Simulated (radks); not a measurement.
Results of a calculation; reference values are marked as such.
Pb2+, configuration [Hg]. Level of theory: scalar-relativistic Kohn-Sham, r2SCAN, spin-polarised, spherical densities, finite nucleus; meta-GGA in the generalised Kohn-Sham scheme; Fermi nuclear charge, rms radius 5.5012 fm (a radial shooting solver on a logarithmic mesh with Libxc functionals).

X-ray form factor f0, the Fourier transform of the density (f0(0) = 80):

sin(theta)/lambda (1/angstrom)  f0 (electrons)
0.05                                    79.175
0.1                                     76.878
0.15                                    73.547
0.2                                     69.680
0.25                                    65.678
0.3                                     61.792
0.4                                     54.785
0.5                                     48.911
0.6                                     44.018
0.8                                     36.279
1                                       30.208
1.25                                    24.250
1.5                                     19.977
2                                       15.240
